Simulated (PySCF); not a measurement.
Input file for PySCF: D3(BJ) and D4 dispersion corrections on H2OSeTe (SMILES O[Te][SeH]), a point of a torsion scan.

```python
from pyscf import gto
from pyscf.dispersion import dftd3, dftd4

mol = gto.M(
    atom='''
    O    -1.42717215    0.43624206   -0.35841603
    Te   -0.09213653   -0.86990370   -1.01367022
    Se    1.56643577   -0.51729159    0.80529292
    H    -1.99403870    0.07112272    0.32287384
    H     1.58772498   -1.86988201    1.33595503
    ''',
    basis='def2-svp',
    charge=0, spin=0, verbose=0, max_memory=1800)
d3, d4 = {}, {}
for xc in ['hf', 'pbe', 'blyp', 'revpbe', 'tpss', 'r2scan', 'b3lyp', 'pbe0', 'bhlyp', 'camb3lyp', 'b2plyp']:
    d3[xc] = float(dftd3.DFTD3Dispersion(mol, xc=xc, version='d3bj', atm=False).get_dispersion()['energy'])
    print(f'D3(BJ) {xc:10s} {d3[xc]:14.8f} Eh')
for xc in ['hf', 'pbe', 'blyp', 'revpbe', 'tpss', 'r2scan', 'b3lyp', 'pbe0', 'bhlyp', 'camb3lyp', 'b2plyp']:
    d4[xc] = float(dftd4.DFTD4Dispersion(mol, xc={'camb3lyp': 'cam-b3lyp'}.get(xc, xc), atm=True).get_dispersion()['energy'])
    print(f'D4     {xc:10s} {d4[xc]:14.8f} Eh')
```

It printed:

```
D3(BJ) hf            -0.03766363 Eh
D3(BJ) pbe           -0.00422554 Eh
D3(BJ) blyp          -0.01015075 Eh
D3(BJ) revpbe        -0.00976472 Eh
D3(BJ) tpss          -0.00564562 Eh
D3(BJ) r2scan        -0.00112731 Eh
D3(BJ) b3lyp         -0.00858715 Eh
D3(BJ) pbe0          -0.00398234 Eh
D3(BJ) bhlyp         -0.00798748 Eh
D3(BJ) camb3lyp      -0.00420564 Eh
D3(BJ) b2plyp        -0.00467356 Eh
D4     hf            -0.01470804 Eh
D4     pbe           -0.00456045 Eh
D4     blyp          -0.00977887 Eh
D4     revpbe        -0.01120801 Eh
D4     tpss          -0.00608298 Eh
D4     r2scan        -0.00093848 Eh
D4     b3lyp         -0.00757428 Eh
D4     pbe0          -0.00386013 Eh
D4     bhlyp         -0.00717660 Eh
D4     camb3lyp      -0.00403622 Eh
D4     b2plyp        -0.00311052 Eh
```

The run finished.

Cost: roughly 0.020 core-seconds.
